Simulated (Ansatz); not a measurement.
CH8BNSi, SMILES `C[SiH2]BN`. The species carries charge 0 and has multiplicity 1.

Cartesian coordinates in Å:
```
C -0.9999 0.5660 1.6625
Si -0.8182 0.2649 -0.1860
B 0.7749 -0.8917 -0.6272
N 1.7454 -0.4610 -1.5194
H -0.1245 1.0845 2.0603
H -1.8816 1.1729 1.8786
H -1.1002 -0.3820 2.1963
H -0.7188 1.5850 -0.8876
H -2.0685 -0.3823 -0.6890
H 0.9304 -1.9752 -0.1321
H 2.5516 -1.0109 -1.7691
H 1.7095 0.4297 -1.9874
```

Task: Give the diagnostics of a CCSD(T)/def2-TZVPP run (frozen core, Ansatz). (Best estimate.)

Result: The calculation gave: T1 = 0.0125, largest single amplitude 0.028, largest double 0.021, (T) share of the correlation energy 3.6 %, 9 CCSD cycles. The RHF solution is stable towards an unrestricted one. T1 lies under the customary mark of 0.02 for closed shells.
